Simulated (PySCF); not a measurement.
Vertical excitations of a molecule C₂H₇FSi₂ from PySCF with TDA-PBE/def2-SVPD, as energy in eV (oscillator strength): 5.24 (0.003), 5.82 (0.070), 6.14 (0.051), 6.18 (0.230), 6.89 (0.011), 6.99 (0.067), 7.05 (0.016), 7.13 (0.007), 7.19 (0.005), 7.45 (0.067). Lowest triplet (TDA): 4.07 eV. The structure is a stationary point at B3LYP-D3(BJ)/def2-SVP. The values are those of a single conformer.

### Question
Identify the compound among the candidates.
A. F[Si@@H]1CC[SiH2]1
B. F/C=C\[SiH2][SiH3]
C. F[SiH2]/C=C/[SiH3]
D. F/C([SiH3])=C\[SiH3]

### Answer
C, F[SiH2]/C=C/[SiH3]
